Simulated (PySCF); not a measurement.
## V: interval between two levels

V [Ar] 3d3 4s2 [4F9/2, M_J = 9/2] → V [Ar] 3d2 4s2 5s1 [4F9/2, M_J = 9/2], as a difference of total energies. All numbers are calculated (PySCF 2.14, the two-component X2C-1e Hamiltonian, in x2c-TZVPall-2c with one added diffuse shell each of s, p, d type (7s8p5d1f, 63 functions)). Correlated levels: [Ne] frozen; the 6 highest virtual spinors dropped. "Screened" scales the spin-orbit matrix elements by Boettger's factors to mimic the two-electron term; Breit and QED terms are absent.

| method | interval between two levels (cm⁻¹) |
| --- | --- |
| GHF (spin-free) | 64353 |
| GMP2 (spin-free) | 67049 |
| GHF (screened spin-orbit) | 64408 |
| GMP2 (screened spin-orbit) | 67101 |

The labels give the starting determinants; with spin-orbit coupling the two ends relaxed to ⟨J²⟩ = 24.77, ⟨L²⟩ = 12.01, ⟨S²⟩ = 3.76 and ⟨J²⟩ = 24.76, ⟨L²⟩ = 12.01, ⟨S²⟩ = 3.75.

The promoted electron is Rydberg-like, and one or two diffuse shells describe it only roughly, which tends to raise the upper state.
